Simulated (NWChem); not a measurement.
All runs are NWChem calculations. System: CCl, charge 0, spin multiplicity 2, at a geometry optimised with UPBE0/def2-SVP. The structure started from a generated list of species. Its SCF solution wasn't tested for a lower state. Level: UM06-2X/def2-TZVP.

The NWChem input:

```
start mol
memory heap 200 mb stack 900 mb global 1100 mb
geometry units angstroms nocenter noautoz
  C      0.000000     0.000000     1.226114
  Cl     0.000000     0.000000    -0.432746
  symmetry group C2v
end
basis spherical
  * library def2-tzvp
end
dft
  xc m06-2x
  odft
  mult 2
  semidirect memsize 60000000 filesize 0
  iterations 100
  grid fine
end
task dft energy
```

Part of the output:

```
             Northwest Computational Chemistry Package (NWChem) 7.3.0
             --------------------------------------------------------

                                NWChem Input Module
                                -------------------

 Scaling coordinates for geometry "geometry" by  1.889725989
 (inverse scale =  0.529177249)

 Turning off AUTOSYM since
 SYMMETRY directive was detected!

                             Geometry "geometry" -> ""
                             -------------------------

 Output coordinates in angstroms (scale by  1.889725989 to convert to a.u.)

  No.       Tag          Charge          X              Y              Z
 ---- ---------------- ---------- -------------- -------------- --------------
    1 C                    6.0000     0.00000000     0.00000000     1.22611400
    2 Cl                  17.0000     0.00000000     0.00000000    -0.43274600

 Effective nuclear repulsion energy (a.u.)      32.5380558926

            Nuclear Dipole moment (a.u.)
            ----------------------------
        X                 Y               Z
 ---------------- ---------------- ----------------
     0.0000000000     0.0000000000     0.0000037795

      Symmetry information
      --------------------

 Group name             C2v
 Group number             16
 Group order               4
 No. of unique centers     2

      Symmetry unique atoms

     1    2


 Summary of "ao basis" -> "" (spherical)
 ------------------------------------------------------------------------------
       Tag                 Description            Shells   Functions and Types
 ---------------- ------------------------------  ------  ---------------------
 *                         def2-tzvp                  on all atoms

                                 NWChem DFT Module
                                 -----------------

 Summary of "ao basis" -> "ao basis" (spherical)
 ------------------------------------------------------------------------------
       Tag                 Description            Shells   Functions and Types
 ---------------- ------------------------------  ------  ---------------------
 C                         def2-tzvp                11       31   5s3p2d1f
 Cl                        def2-tzvp                13       37   5s5p2d1f

 Summary of "ao basis" -> "ao basis" (spherical)
 ------------------------------------------------------------------------------
       Tag                 Description            Shells   Functions and Types
 ---------------- ------------------------------  ------  ---------------------
 C                         def2-tzvp                11       31   5s3p2d1f
 Cl                        def2-tzvp                13       37   5s5p2d1f

      Symmetry analysis of basis
      --------------------------

        a1         30
        a2          6
        b1         16
        b2         16

            General Information
            -------------------
          SCF calculation type: DFT
          Wavefunction type:  spin polarized.
          No. of atoms     :     2
          No. of electrons :    23
           Alpha electrons :    12
            Beta electrons :    11
          Charge           :     0
          Spin multiplicity:     2
          Use of symmetry is: on ; symmetry adaption is: on
          Maximum number of iterations: 100
          AO basis - number of functions:    68
                     number of shells:    24
          Convergence on energy requested:  1.00D-06
[...]
    23      0.032288  1 C  d  1              60     -0.026932  2 Cl d  1

 Vector   10  Occ=1.000000D+00  E=-4.519498D-01  Symmetry=b2
              MO Center= -4.6D-16,  1.6D-15, -2.4D-01, r^2= 1.3D+00
   Bfn.  Coefficient  Atom+Function         Bfn.  Coefficient  Atom+Function
  ----- ------------  ---------------      ----- ------------  ---------------
    47      0.518264  2 Cl py                50      0.304685  2 Cl py
    44      0.251329  2 Cl py                38     -0.196052  2 Cl py
     7      0.112548  1 C  py                10      0.098306  1 C  py
    41     -0.096601  2 Cl py                13      0.042161  1 C  py
    21     -0.029995  1 C  d -1              58      0.025533  2 Cl d -1

 Vector   11  Occ=1.000000D+00  E=-3.928298D-01  Symmetry=a1
              MO Center= -6.5D-15, -1.7D-15,  1.1D+00, r^2= 1.8D+00
   Bfn.  Coefficient  Atom+Function         Bfn.  Coefficient  Atom+Function
  ----- ------------  ---------------      ----- ------------  ---------------
     4      0.369534  1 C  s                 48     -0.332993  2 Cl pz
     5      0.321359  1 C  s                  8      0.267859  1 C  pz
     3      0.245767  1 C  s                 51     -0.216378  2 Cl pz
    11      0.187221  1 C  pz                45     -0.159049  2 Cl pz
     2     -0.145264  1 C  s                 39      0.122105  2 Cl pz

 Vector   12  Occ=0.000000D+00  E=-6.212389D-02  Symmetry=b1
              MO Center=  2.2D-14, -1.6D-16,  9.2D-01, r^2= 2.0D+00
   Bfn.  Coefficient  Atom+Function         Bfn.  Coefficient  Atom+Function
  ----- ------------  ---------------      ----- ------------  ---------------
    12      0.473395  1 C  px                 6      0.384958  1 C  px
     9      0.359733  1 C  px                49     -0.318485  2 Cl px
    46     -0.208894  2 Cl px                43     -0.117144  2 Cl px
    37      0.081401  2 Cl px                60     -0.080731  2 Cl d  1
    55     -0.057288  2 Cl d  1              40      0.041698  2 Cl px

 Vector   13  Occ=0.000000D+00  E=-3.633035D-02  Symmetry=b2
              MO Center= -2.7D-17,  1.4D-16,  9.5D-01, r^2= 2.1D+00
   Bfn.  Coefficient  Atom+Function         Bfn.  Coefficient  Atom+Function
  ----- ------------  ---------------      ----- ------------  ---------------
    13      0.533755  1 C  py                 7      0.373350  1 C  py
    50     -0.331984  2 Cl py                10      0.328441  1 C  py
    47     -0.191772  2 Cl py                44     -0.112423  2 Cl py
    58      0.083134  2 Cl d -1              38      0.076711  2 Cl py
    53      0.059749  2 Cl d -1              41      0.039515  2 Cl py

 Vector   14  Occ=0.000000D+00  E= 1.005716D-01  Symmetry=a1
              MO Center= -6.3D-16,  7.7D-16,  1.9D-01, r^2= 3.5D+00
   Bfn.  Coefficient  Atom+Function         Bfn.  Coefficient  Atom+Function
  ----- ------------  ---------------      ----- ------------  ---------------
     4      1.131684  1 C  s                 51     -0.965496  2 Cl pz
    36     -0.940396  2 Cl s                 14     -0.610854  1 C  pz
    11     -0.472942  1 C  pz                 8     -0.277128  1 C  pz
    48     -0.260131  2 Cl pz                34      0.152099  2 Cl s
    54      0.133748  2 Cl d  0              35     -0.124884  2 Cl s

   alpha - beta orbital overlaps
   -----------------------------

   alpha      1      2      3      4      5      6      7      8      9     10
    beta      1      2      3      4      6      5      7      8     10      9
 overlap   1.000  1.000  1.000  1.000  1.000  1.000  0.999  0.996  0.987  0.999

   alpha     11     12     13     14     15     16     17     18     19     20
    beta     11     13     12     14     15     16     18     17     19     21
 overlap   0.997  0.973  0.998  0.997  0.999  0.997  0.998  0.987  0.998  0.986

   alpha     21     22     23     24     25     26     27     28     29     30
    beta     20     22     23     25     24     26     28     27     29     30
 overlap   0.999  1.000  1.000  0.989  0.999  0.999  1.000  0.999  0.998  1.000

   alpha     31     32     33     34     35     36     37     38     39     40
    beta     31     32     33     35     34     36     37     38     39     40
 overlap   0.999  0.997  0.998  0.998  1.000  0.999  0.999  1.000  1.000  1.000

   alpha     41     42     43     44     45     46     47     48     49     50
    beta     41     43     42     44     45     46     47     48     49     50
 overlap   0.999  1.000  1.000  1.000  1.000  1.000  1.000  1.000  1.000  1.000

   alpha     51     52     53     54     55     56     57     58     59     60
    beta     52     51     53     55     54     57     56     59     58     60
 overlap   1.000  1.000  0.988  0.976  0.991  0.985  0.991  1.000  0.999  0.999

   alpha     61     62     63     64     65     66     67     68
    beta     62     61     63     64     65     66     67     68
 overlap   1.000  0.999  0.999  1.000  1.000  1.000  1.000  1.000

     --------------------------
     Expectation value of S2:
     --------------------------
      <S2> =      0.7552 (Exact =     0.7500)

 center of mass
 --------------
 x =   0.00000000 y =   0.00000000 z =  -0.01686842

 moments of inertia (a.u.)
 ------------------
          87.795005656258           0.000000000000           0.000000000000
           0.000000000000          87.795005656258           0.000000000000
           0.000000000000           0.000000000000           0.000000000000

     Multipole analysis of the density
     ---------------------------------

     L   x y z        total         alpha         beta         nuclear
     -   - - -        -----         -----         ----         -------
     0   0 0 0     -0.000000    -12.000000    -11.000000     23.000000

     1   1 0 0     -0.000000     -0.000000     -0.000000      0.000000
     1   0 1 0     -0.000000     -0.000000     -0.000000      0.000000
     1   0 0 1     -0.539333     -1.227928      0.688591      0.000004

     2   2 0 0    -12.892189     -6.738885     -6.153304      0.000000
     2   1 1 0     -0.000000     -0.000000     -0.000000      0.000000
     2   1 0 1     -0.000000      0.000000     -0.000000      0.000000
     2   0 2 0    -14.213121     -8.142814     -6.070307      0.000000
     2   0 1 1     -0.000000     -0.000000     -0.000000      0.000000
     2   0 0 2    -15.023673    -32.195955    -26.407945     43.580226

 Task  times  cpu:        1.7s     wall:        1.7s

 Total times  cpu:        1.8s     wall:        1.8s
```
